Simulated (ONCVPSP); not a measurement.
**Before and after: ONCV potential for boron (B)**

- Element: boron (B)
- Generator: ONCVPSP 4.0.1
- Type: optimised norm-conserving Vanderbilt (ONCV)
- Functional: PBEsol
- Relativity: scalar-relativistic
- Frozen core: [He]
- Valence charge: 3
- Reference configuration: 2s2 2p1
- Partial waves: 2s: rc 1.30 bohr, ncon 4, nbas 7, qcut 6.1 1/bohr, 2 projectors, debl 3.1 Ha; 2p: rc 4.00 bohr, ncon 3, nbas 7, qcut 4.2 1/bohr, 2 projectors, debl 1.1 Ha
- Local potential: polynomial inside 1.15 bohr (lpopt 4, dvloc0 1 Ha)
- Core correction: Teter function fitted to the true core (icmod 2), fcfact 0.15

All-electron outer shells of the reference configuration (PBEsol, scalar-relativistic, ld1.x):

```csv
shell,level (eV),outermost node (bohr),outermost maximum (bohr)
1s,-179.55,–,0.21
2s,-9.36,0.46,1.52
2p,-3.56,–,1.59
```

Change: s: rc 1.76.

Cutoffs: the cutoffs (Ha) at which the residual kinetic energy of the hardest occupied pseudo-wave falls to 1 and 0.1 mHa per electron; they do not see the model core or the augmentation charge, which bear on the density cutoff. Errors are all-electron minus pseudo energies relative to the spin-unpolarised reference configuration.

What does the change do?

The potential gets softer (13 Ha and 17 Ha → 11 Ha and 14 Ha); the errors of the 4 common tests hardly move; neither file shows a bound ghost. A larger radius leaves more room for a smooth pseudo-wave, so fewer plane waves are needed.

| quantity | base | changed |
| --- | --- | --- |
| cutoff, loose | 13 Ha | 11 Ha |
| cutoff, tight | 17 Ha | 14 Ha |
| loose cutoff by channel | s 13 Ha, p 4.6 Ha | s 11 Ha, p 4.6 Ha |
| bound ghosts | none | none |
| GHOST(+) flags under 300 eV | none | none |
| error for 2s2 2p0, meV [ΔE 8.14 eV] | +192 | +193 |
| error for 2s1 2p0, meV [ΔE 33.40 eV] | +563 | +561 |
| error for 2s2 2p0.5, meV [ΔE 2.86 eV] | +32 | +32 |
| error for 2s1 2p2, meV [ΔE 5.82 eV] | -42 | -44 |
| p: phases at 4.07 bohr within 0.05 rad from the reference energy up to (Ha; the scan ends near 5) | 1.4 | 1.4 |
| rms error of d²Exc/dni dnj with the model core, mHa | 0.39 | 0.42 |
